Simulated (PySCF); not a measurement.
C9H12.
Atom-mapped SMILES: `[CH:1]#[C:2][C@@H:3]1[CH2:4][CH2:5][C:6](=[CH2:7])[C@H:8]1[CH3:9]`

NICS = −σ at a ghost point: NICS(0) at the centroid of the ring atoms, NICS(1) 1 Å to either side along the normal of their mean plane, zz for the tensor component along that normal. Level: GIAO PBE0/pcSseg-1 (PySCF, non-relativistic, gas phase) on the GFN2-xTB geometry, one conformer.

Ring bond lengths (Å), with Mayer bond orders in brackets: C3–C4 1.535 (1.00), C4–C5 1.527 (1.04), C5–C6 1.506 (1.03), C6–C8 1.512 (0.96), C8–C3 1.544 (0.93).

Q: Give the NICS values of each ring in ppm.

A: 
```
          ring                                            type  NICS(0)  NICS(1), two faces  NICS(1)zz, two faces  rms pucker (Å)  centre to ring atoms, mean (Å)
C3–C4–C5–C6–C8  5-membered carbocycle; formal bonds all single     -3.4         -3.3 / -4.0           -2.0 / -2.2            0.17                            1.28
```

Q: What can be read from them?

A: 
- C3–C4–C5–C6–C8: mean NICS(1)zz -2.1 ppm, near zero. C3, C4, C5, C8 have four or more neighbours, so the value isn't read as a sign of a π ring current.

Q: What field does 9.4 T along the ring normal induce along that normal at the second NICS(1) probe listed for ring C3–C4–C5–C6–C8, 1 Å off the ring?

A: NICSzz × B0 = -2.2 ppm × 9.4 T = -21 μT, against the applied field.

Q: How shielded are the nuclei of the rings and their hydrogens (means over atoms taken as equivalent)?

A: 
| atoms | environment | σ isotropic (ppm) | principal values of the symmetric part, first atom (ppm) |
| --- | --- | --- | --- |
| C3 | propargylic carbon | 145.9 | 124.0, 152.2, 161.4 |
| C4 | ring CH2 carbon | 149.5 | 124.2, 153.0, 171.4 |
| C5 | allylic carbon | 149.9 | 123.6, 156.4, 169.5 |
| C6 | fully substituted alkene carbon | 21.8 | -90.1, 27.5, 128.1 |
| C8 | allylic carbon | 136.4 | 116.9, 135.5, 156.7 |
| H on C3 | methine hydrogen | 29.58 | 27.3, 28.1, 33.4 |
| H on C4 | methylene hydrogen | 29.94 | 25.5, 29.2, 35.1 |
| H on C4 | methylene hydrogen | 29.64 | 25.1, 27.8, 36.0 |
| H on C5 | methylene hydrogen | 29.16 | 24.5, 27.8, 35.2 |
| H on C5 | methylene hydrogen | 29.22 | 25.0, 27.7, 35.0 |
| H on C8 | methine hydrogen | 29.16 | 26.6, 28.1, 32.8 |

Time: 76 s (with the writing of density and orbital grids); peak memory 0.95 GiB. Hardware: one thread, Arm Neoverse N1 (aarch64) (shared host). This is the whole shielding run at PBE0/pcSseg-1, SCF included.
